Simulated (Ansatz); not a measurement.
C3H6BFSi (`C=CC1[SiH2]B1F`). Total charge 0; spin multiplicity 1. Geometry: relaxed with PBE0-D4/def2-TZVP. It is one conformer, not always the lowest.

```xyz
12

C    -1.728    1.160    0.797
C    -0.455    0.998    0.448
C     0.219   -0.292    0.279
Si    0.965   -1.330   -1.295
B     1.708   -0.558    0.307
F     2.742    0.121    0.757
H    -2.379    0.312    0.984
H    -2.159    2.147    0.910
H     0.156    1.882    0.276
H    -0.398   -1.156    0.556
H     1.160   -0.710   -2.631
H     0.170   -2.576   -1.387
```

(1) What is the dipole moment at B3LYP/def2-TZVPP? (Best estimate.)

(2) And with PBE, r2SCAN, ωB97M-V? (Best estimate.)

(3) Give the Mulliken charges with B3LYP, r2SCAN, ωB97M-V in def2-TZVPP. (An estimate is asked.)

Answers

(1) Ansatz gave: 1.33 D, with components (-0.96, -0.66, -0.65) D in this frame, pointing from negative to positive charge.

(2) Ansatz gave: PBE 1.20 D, r2SCAN 1.25 D, ωB97M-V 1.32 D.

(3) Computed: 
| atom | B3LYP | r2SCAN | ωB97M-V |
| --- | --- | --- | --- |
| C1 | -0.23 | -0.19 | -0.22 |
| C2 | -0.12 | -0.11 | -0.11 |
| C3 | -0.16 | -0.13 | -0.19 |
| Si4 | 0.05 | 0.11 | 0.02 |
| B5 | 0.35 | 0.34 | 0.30 |
| F6 | -0.23 | -0.25 | -0.23 |
| H7 | 0.08 | 0.06 | 0.08 |
| H8 | 0.10 | 0.08 | 0.10 |
| H9 | 0.10 | 0.08 | 0.10 |
| H10 | 0.14 | 0.14 | 0.15 |
| H11 | -0.05 | -0.06 | -0.01 |
| H12 | -0.04 | -0.05 | 0.00 |

B3LYP here is the variant with VWN-RPA as its local correlation; programs differ in this.
